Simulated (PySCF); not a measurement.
Continuum solvent and chemical shifts

Atoms are numbered as in `[CH3:1][O:2][B:3]([O:4][CH3:5])[c:6]1[cH:7][cH:8][o:9][cH:10]1` (H(Xn): hydrogen on atom n).

GIAO PBE0/pcSseg-1 in PySCF 2.14.0 with density-fitted response routines on one PBE0-D3(BJ)/def2-SVP conformer, non-relativistic, equivalent nuclei averaged. Solvents enter as an IEF-PCM continuum (tetrahydrofuran with ε = 7.4, dichloromethane with ε = 8.9) around the gas-phase geometry. Shifts are referred to TMS, BF3·OEt2 computed in the same medium.

Gas phase, δ in ppm: C10 152.7, C8 145.8, C7 122.4, C6 119.9, C1/C5 53.0, B3 25.4, H(C10) 7.67, H(C8) 7.40, H(C7) 6.98, H(C1)/H(C5) 3.78. Dipole moment 1.30 D.

(1) How does each δ change in the continuum?

(2) Which nuclei move most (in ppm), and what does the model miss?

## Answers

(1) 
```csv
atoms,environment,"Δδ, tetrahydrofuran","Δδ, dichloromethane"
C10,aromatic CH next to the ring oxygen,+3.2,+3.3
C8,aromatic CH next to the ring oxygen,+1.9,+2.0
C7,aromatic CH,-0.3,-0.4
C6,substituted aromatic carbon,-0.2,-0.2
C1/C5,methyl carbon bonded to O,+0.8,+0.9
B3,"boron bonded to C, 2 O",+0.6,+0.6
H(C10),hydrogen on an aromatic CH next to the ring oxygen,+0.31,+0.32
H(C8),hydrogen on an aromatic CH next to the ring oxygen,+0.22,+0.23
H(C7),hydrogen on an aromatic CH,+0.02,+0.02
H(C1)/H(C5),hydrogen on a methyl carbon bonded to O,+0.09,+0.10
```

Changes are relative to the gas phase. The dipole moment becomes 1.63 D in tetrahydrofuran, 1.65 D in dichloromethane.

(2) C10 (aromatic CH next to the ring oxygen, +3.3 ppm) in dichloromethane. A continuum only polarises the solute; specific hydrogen bonds, the anisotropy of aromatic solvents and changes of geometry or conformer are outside it.
